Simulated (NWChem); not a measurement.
System meant: CH4OPb, singlet; SMILES C[O][PbH]

The following NWChem deck was run.

```
start job
memory heap 200 mb stack 900 mb global 1100 mb
geometry units angstroms noautoz
  Pb     0.019379    -0.437962     0.000000
  H     -1.816989    -0.041651     0.000000
  O      0.574836     1.590157     0.000000
  C     -0.254652     2.703514     0.000000
  H     -0.062322     3.337506     0.888335
  H     -0.062322     3.337506    -0.888335
  H     -1.335544     2.454088     0.000000
end
basis spherical
  Pb library def2-svp
  H library def2-svp
  O library def2-svp
  C library def2-svp
end
ecp
  Pb library def2-ecp
end
dft
  odft
  mult 2
  xc pbe0
  iterations 150
  mulliken
end
task dft energy
```

End of the output:

```
 Summary of "ao basis" -> "" (spherical)
 ------------------------------------------------------------------------------
       Tag                 Description            Shells   Functions and Types
 ---------------- ------------------------------  ------  ---------------------
 Pb                         def2-svp                10       26   4s4p2d
 H                          def2-svp                 3        5   2s1p
 O                          def2-svp                 6       14   3s2p1d
 C                          def2-svp                 6       14   3s2p1d

                                 NWChem DFT Module
                                 -----------------

 Summary of "ao basis" -> "ao basis" (spherical)
 ------------------------------------------------------------------------------
       Tag                 Description            Shells   Functions and Types
 ---------------- ------------------------------  ------  ---------------------
 Pb                         def2-svp                10       26   4s4p2d
 H                          def2-svp                 3        5   2s1p
 O                          def2-svp                 6       14   3s2p1d
 C                          def2-svp                 6       14   3s2p1d

      Symmetry analysis of basis
      --------------------------

        a'         51
        a"         23

  number of electrons :                   40
  multiplicity        :                    2
 ------------------------------------------------------------------------
  no. of electrons and multiplicity not compatible                  40
 ------------------------------------------------------------------------
 ------------------------------------------------------------------------
  current input line :
    28: task dft energy
 ------------------------------------------------------------------------
 ------------------------------------------------------------------------
 There is an error in the input file
 ------------------------------------------------------------------------
 For more information see the NWChem manual at https://nwchemgit.github.io

0: no. of electrons and multiplicity not compatible:Received an Error in Communication
```

Task: Can this run be used? If not, why, and what is the fix?

Result: The input was rejected before any calculation. Cause: the multiplicity doesn't fit the number of electrons (an even count wants an odd multiplicity, and the reverse). This input runs:
```
start job
memory heap 200 mb stack 900 mb global 1100 mb
geometry units angstroms noautoz
  Pb     0.019379    -0.437962     0.000000
  H     -1.816989    -0.041651     0.000000
  O      0.574836     1.590157     0.000000
  C     -0.254652     2.703514     0.000000
  H     -0.062322     3.337506     0.888335
  H     -0.062322     3.337506    -0.888335
  H     -1.335544     2.454088     0.000000
end
basis spherical
  Pb library def2-svp
  H library def2-svp
  O library def2-svp
  C library def2-svp
end
ecp
  Pb library def2-ecp
end
dft
  xc pbe0
  iterations 150
  mulliken
end
task dft energy
```
It converges to -308.35961 Ha (PBE0/def2-SVP with def2 effective core potentials on Pb).
